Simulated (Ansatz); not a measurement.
Relaxation of CH8SSiZn (12 atoms, charge 0, multiplicity 1), to a largest force component of 0.03 eV/Å in at most 50 steps.

The calculation used RKS PBE0/def2-mTZVP (Ansatz 0.2.0).

```xyz
12
Properties=species:S:1:pos:R:3:forces:R:3
Zn 0.153 0.385 1.500 -0.07 0.63 0.04
S -0.255 2.591 1.329 0.15 -0.41 0.34
C 0.499 -1.508 1.759 -0.01 -0.01 -0.04
H -0.427 0.983 -0.796 0.04 0.20 0.49
Si -0.548 0.288 -2.063 -0.07 -0.45 -0.89
H 0.625 2.769 0.316 -0.02 -0.01 0.02
H 0.927 -1.685 2.749 0.00 0.00 -0.03
H -0.425 -2.087 1.680 0.04 0.02 -0.01
H 1.202 -1.888 1.011 -0.05 0.03 0.06
H -0.987 -1.115 -1.832 -0.01 0.01 0.01
H 0.776 0.273 -2.741 0.00 0.00 0.00
H -1.540 0.994 -2.912 0.00 -0.01 0.00
```

Where does it end, and by what steps?

The forces met the threshold. The force dipped under the threshold on the way, but the program's further checks kept it going. After 19 steps the energy has fallen by 0.176 eV; S2 moved furthest, 0.75 Å.

```csv
step,energy less start (eV),largest force component (eV/Å),accepted
0,0.0000,0.890,yes
1,-0.1097,0.291,yes
2,-0.1451,0.243,yes
3,-0.1597,0.314,yes
4,-0.1709,0.081,yes
5,-0.1719,0.139,yes
6,-0.1734,0.014,yes
7,-0.1719,0.333,no
8,-0.1740,0.056,yes
9,-0.1744,0.105,yes
10,-0.1748,0.082,yes
11,-0.1752,0.047,yes
12,-0.1753,0.077,yes
13,-0.1757,0.049,yes
14,-0.1758,0.006,yes
15,-0.1760,0.035,yes
16,-0.1759,0.127,no
17,-0.1762,0.025,yes
18,-0.1761,0.088,no
19,-0.1763,0.019,yes
```

```xyz
12
Properties=species:S:1:pos:R:3
Zn 0.342 0.543 1.800
S 0.163 2.717 1.942
C 0.513 -1.389 1.786
H -0.211 0.644 -0.957
Si -0.556 0.109 -2.305
H 0.105 2.901 0.601
H 0.755 -1.765 2.783
H -0.418 -1.863 1.465
H 1.306 -1.708 1.106
H -1.193 -1.222 -2.146
H 0.689 -0.015 -3.106
H -1.496 1.048 -2.969
```

Time of the run: 80 s on 4 threads of Arm Neoverse N1 (shared host), peak memory 0.32 GiB.
